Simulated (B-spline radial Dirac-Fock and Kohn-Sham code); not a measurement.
# X-ray scattering factor of Nb¹²⁺

System: the Nb¹²⁺ ion in the configuration [Ar] 3d10 4s1.

The computed values come from an atomic code on a B-spline grid: configuration-average Dirac-Fock orbitals. f₀ is the Fourier transform of the spherical electron density, S the Waller-Hartree incoherent function, and s = sin θ/λ.

```
s (Å⁻¹)      f₀       S
      0  29.000   0.000
   0.05  28.903   0.106
    0.1  28.617   0.413
   0.15  28.152   0.889
    0.2  27.528   1.493
   0.25  26.766   2.181
    0.3  25.892   2.920
   0.35  24.932   3.686
    0.4  23.909   4.467
   0.45  22.847   5.257
    0.5  21.765   6.053
    0.6  19.602   7.649
    0.7  17.520   9.210
    0.8  15.582  10.689
    0.9  13.828  12.058
      1  12.280  13.313
    1.1  10.944  14.460
    1.2   9.816  15.507
    1.4   8.113  17.335
    1.6   6.986  18.848
    1.8   6.235  20.100
      2   5.698  21.144
    2.5   4.701  23.126
      3   3.824  24.525
    3.5   3.049  25.523
      4   2.436  26.229
      5   1.683  27.097
      6   1.329  27.604
```

f₀ starts at the number of electrons, 29, and has fallen to half at s ≈ 0.86 Å⁻¹. The sum of ⟨r²⟩ over the electrons is 5.273 bohr².
